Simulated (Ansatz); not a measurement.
Molecule: SO₂, charge 0, multiplicity 1. SMILES: O=[S+][O-]
Geometry: optimised at B3LYP-D3(BJ)/def2-TZVP (Ansatz, a quantum-chemistry and plane-wave program).

Property: enthalpy of formation at 298 K, in kcal/mol. Set-up: 6-31G* and kin with 6d, 5d where marked; 6-311+G** with 5d, 6d on Na to Ar in Ansatz; LANL2DZ with its own core potentials from Na on; spin-orbit terms left out; non-relativistic; open shells spin-unrestricted. Ab initio and DFT rows: single points at B3LYP-D3(BJ) geometries (Ansatz), with unscaled harmonic terms from B3LYP/6-31G* (Ansatz) at its own minima, enthalpies of formation by atomisation with measured atoms. The Hartree-Fock reference of O=[S+][O-] is unstable towards a lower, spin-broken solution.

Measured values: CRC Handbook, as tabulated in the package chemicals; they hold spin-orbit and core effects, anharmonicity. 

Value to compare with, the measured value: -70.9 kcal/mol.

| level | program | enthalpy of formation at 298 K (kcal/mol) | error |
|---|---|---|---|
| HF/STO-3G | Ansatz | 269.5 | 340.4 |
| HF/3-21G | Ansatz | 242.8 | 313.7 |
| HF/LANL2DZ | Ansatz | 269.9 | 340.8 |
| HF/6-31G* | Ansatz | 109.9 | 180.8 |
| HF/6-311+G** | Ansatz | 115.7 | 186.6 |

5 of the 5 habitual levels lie above the measured value; their mean absolute error is 272.5 kcal/mol, the median 313.7.

The sets are all those run for this method; left out are runs that failed, that the program found above a lower state of the same kind, or whose <S^2> lies over 0.5 above the pure value.
